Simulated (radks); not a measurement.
Species: the cadmium ion Cd3+. Configuration: [Kr] 4d9. Calculated with a radial shooting solver on a logarithmic mesh with Libxc functionals: Dirac Kohn-Sham, exchange-only LDA, spin-unpolarised, spherical densities, point nucleus; open shells fill j = l - 1/2 first.

Normalised radial functions P(r) = r R(r) (large component), r in bohr:

r,4p3/2,4d5/2,5s1/2
0.001399,0.0011,0.0000,0.0247
0.002137,0.0025,0.0000,0.0354
0.003292,0.0058,0.0000,0.0500
0.005031,0.0128,0.0001,0.0677
0.007749,0.0281,0.0005,0.0873
0.01184,0.0587,0.0016,0.1018
0.01824,0.1174,0.0052,0.0990
0.02787,0.2132,0.0158,0.0601
0.04259,0.3376,0.0449,-0.0269
0.0656,0.4211,0.1164,-0.1363
0.1002,0.3009,0.2524,-0.1607
0.1544,-0.1455,0.4342,0.0101
0.2359,-0.6075,0.4965,0.2377
0.3634,-0.3723,0.1886,0.1214
0.5554,0.6064,-0.4603,-0.3050
0.8554,1.1674,-0.9476,-0.2790
1.307,0.7427,-0.8484,0.3707
2.013,0.1952,-0.4254,0.7779
3.077,0.0181,-0.1102,0.4923
4.739,0.0003,-0.0100,0.1058
7.242,0.0000,-0.0002,0.0058

4p3/2: eigenvalue -98.640 eV, 2 radial nodes at r = 0.138, 0.435 bohr, <r> = 0.963 bohr, 90 % of the charge inside 1.42 bohr. 4d5/2: eigenvalue -44.021 eV, 1 radial node at r = 0.417 bohr, <r> = 1.21 bohr, 90 % of the charge inside 1.89 bohr. 5s1/2 (empty): eigenvalue -31.385 eV, 4 radial nodes at r = 0.0381, 0.152, 0.412, 1.05 bohr, <r> = 2.27 bohr, 90 % of the charge inside 3.27 bohr.
